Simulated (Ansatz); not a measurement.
The cluster Ag2F2⁻: single points at one geometry.

```yaml
crystal:
  periodic: [false, false, false]
  atoms:
    - {symbol: Ag, position_ang: [3.842079, 2.013011, 1.297054]}
    - {symbol: Ag, position_ang: [-3.842696, -2.008892, -1.298172]}
    - {symbol: F, position_ang: [-4.958628, -1.714826, 0.436404]}
    - {symbol: F, position_ang: [4.959256, 1.710707, -0.435285]}
basis:
  gaussian: {orbitals: def2-TZVPD, initial_orbitals: start.molden}
total_charge: -1
magnetization: {spin_polarized: true, initial_magnetization: 3}
hamiltonian: {xc: hse06, dispersion: d4}
scf: {omitted_lower_state_checks: [starts]}
output: {orbitals: {seedname: orbitals}}
```

The file start.molden holds the orbitals of an earlier run on this structure, at another level or in another basis.

```sh
$ ansatz run in.yaml --threads 4 --pin off --events-out ev --progress --plain --max-ram 3916MiB
```

Shortened log:

```
Functional definition: HSE06
1166 factors; their error is unknown
86 factors; integrals over basis functions are off by at most 5.6e-5 eV
mean field evaluation 1: about -13428.8489 eV, gradient 2.4e-1 eV
mean field evaluation 2: about -13428.8490 eV, gradient 3.7e-4 eV
mean field evaluation 4: about -13428.9186 eV, gradient 2.9e-5 eV
mean field -13428.91856814 eV, -493.5036549311 hartree, gradient 1.7e-5 eV, S^2 3.758433; 0 other end points of the search recorded, 0 dependent functions left out
reference -13428.91863730 eV, -493.5036574728 hartree; 30, 27 occupied and 130, 133 virtual orbitals, 1166 factors
Total energy: -13428.94906328 eV, -493.5047756068 hartree
Checks for a lower state left out: starts
```

Run time 3.1 s (4 threads of Arm Neoverse V2 on a shared host).

As the first input, with `correlation: {method: mp2}` and without the key `hamiltonian` (abridged; 3 s):

```
Functional definition: HF
mean field -13363.86910162 eV, -491.1131311288 hartree, gradient 3.1e-6 eV, S^2 3.771290
2 core orbitals not correlated: weight in the atoms' cores, before any rotation towards them, 1.000 or more for the frozen orbitals, at most 0.000 for the correlated occupied ones
second order -38.97596926 eV of doubles, -0.00000000 eV of singles
Total energy: -13402.84507088 eV, -492.5454715802 hartree
Checks for a lower state left out: starts
```

The first input with `hamiltonian: {xc: {text: "exchange = 0.85*pbe_x + 0.15*exact_x\ncorrelation = pbe_c"}}` (abridged; 2.7 s):

```
Functional definition: unnamed
mean field -13429.91061068 eV, -493.5401118223 hartree, gradient 1.7e-5 eV, S^2 3.756274
Total energy: -13429.91066899 eV, -493.5401139651 hartree
Checks for a lower state left out: starts
```

As the first input, with `hamiltonian: {xc: pbe0, dispersion: d4}` (abridged; 3.1 s):

```
Functional definition: PBE0
mean field -13429.08087676 eV, -493.5096196630 hartree, gradient 1.0e-5 eV, S^2 3.758497
Total energy: -13429.11346298 eV, -493.5108171845 hartree
Checks for a lower state left out: starts
```

First input, but with `hamiltonian: {xc: {text: "exchange = 0.95*pbe_x + 0.05*exact_x\ncorrelation = pbe_c"}}` (abridged; 3 s):

```
Functional definition: unnamed
mean field -13430.79029156 eV, -493.5724394983 hartree, gradient 6.6e-6 eV, S^2 3.754549
Total energy: -13430.79035587 eV, -493.5724418616 hartree
Checks for a lower state left out: starts
```

As the first input, with `gaussian: {orbitals: def2-SVPD, initial_orbitals: start.molden}`, `correlation: {method: ccsd_t}`, `scf: {omitted_lower_state_checks: [starts, cluster_reference]}` and without the key `hamiltonian` (abridged; 2.9 min):

```
Functional definition: HF
mean field evaluation 16: about -13355.6164 eV, gradient 1.7e-6 eV
mean field -13355.61642007 eV, -490.8098506758 hartree, gradient 3.4e-6 eV, S^2 3.771430
2 core orbitals not correlated: weight in the atoms' cores, before any rotation towards them, 1.000 or more for the frozen orbitals, at most 0.000 for the correlated occupied ones
second order -28.80619048 eV of doubles, -0.00000000 eV of singles
cycle   1  -27.43842294 eV  change     1.4e0 eV  update   1.9e-1
cycle   2  -28.27144230 eV  change   -8.3e-1 eV  update   7.4e-2
cycle   3  -28.55608509 eV  change   -2.8e-1 eV  update   6.9e-2
cycle   4  -28.66823454 eV  change   -1.1e-1 eV  update   4.9e-2
cycle   5  -28.79991387 eV  change   -1.3e-1 eV  update   3.7e-2
cycle   6  -28.92638690 eV  change   -1.3e-1 eV  update   2.1e-2
cycle   7  -28.94521136 eV  change   -1.9e-2 eV  update   7.8e-3
cycle   8  -28.95429080 eV  change   -9.1e-3 eV  update   3.6e-3
cycle   9  -28.96083864 eV  change   -6.5e-3 eV  update   2.0e-3
[...]
cycle  15  -28.95892019 eV  change    2.3e-4 eV  update   4.1e-4
cycle  16  -28.95918539 eV  change   -2.7e-4 eV  update   3.9e-4
cycle  17  -28.95893427 eV  change    2.5e-4 eV  update   3.5e-4
cycle  18  -28.95902234 eV  change   -8.8e-5 eV  update   3.1e-4
cycle  19  -28.95946034 eV  change   -4.4e-4 eV  update   2.4e-4
cycle  20  -28.95954536 eV  change   -8.5e-5 eV  update   1.5e-4
cycle  21  -28.95949754 eV  change    4.8e-5 eV  update   1.2e-4
cycle  22  -28.95949415 eV  change    3.4e-6 eV  update   8.9e-5
cycle  23  -28.95940823 eV  change    8.6e-5 eV  update   6.9e-5
cycle  24  -28.95923737 eV  change    1.7e-4 eV  update   5.7e-5
cycle  25  -28.95912858 eV  change    1.1e-4 eV  update   4.1e-5
cycle  26  -28.95910628 eV  change    2.2e-5 eV  update   3.0e-5
perturbative correction -0.84053948 eV, -0.0308892561 hartree
Total energy: -13385.41606583 eV, -491.9049674585 hartree
Checks for a lower state left out: starts, cluster_reference
```

First input, but with `hamiltonian: {xc: {text: "exchange = 0.50*pbe_x + 0.50*exact_x\ncorrelation = pbe_c"}}` (abridged; 4.3 s):

```
Functional definition: unnamed
mean field -13427.20907782 eV, -493.4408323208 hartree, gradient 1.1e-5 eV, S^2 3.766095
Total energy: -13427.20911303 eV, -493.4408336145 hartree
Checks for a lower state left out: starts
```

Geometry: PBE-D4/def2-TZVPD.

In the def2 sets Ag takes a core potential; there is no spin–orbit coupling. HSE06 is defined as in plane-wave codes, on full-range PBE exchange. Correlated methods freeze 2 core orbitals; core or outer-core shells of Ag are correlated, in sets that lack core-valence functions. At HSE06-D4/def2-TZVPD, PBE with 5 % exact exchange/def2-TZVPD the gap within one spin of the charge -1 quartet nearly closes, so an electron or hole may be smeared out by delocalisation error. At CCSD(T)/def2-SVPD T1 of the charge -1 quartet is large (up to 0.056), so the single-reference result is doubtful. In the quartet geometry the species has come apart into loosely held pieces. At PBE0-D4/def2-TZVPD a doublet of charge -1 lies 4.22 eV below the quartet, each at its own geometry. The structure comes from a short search, and lower isomers may exist.
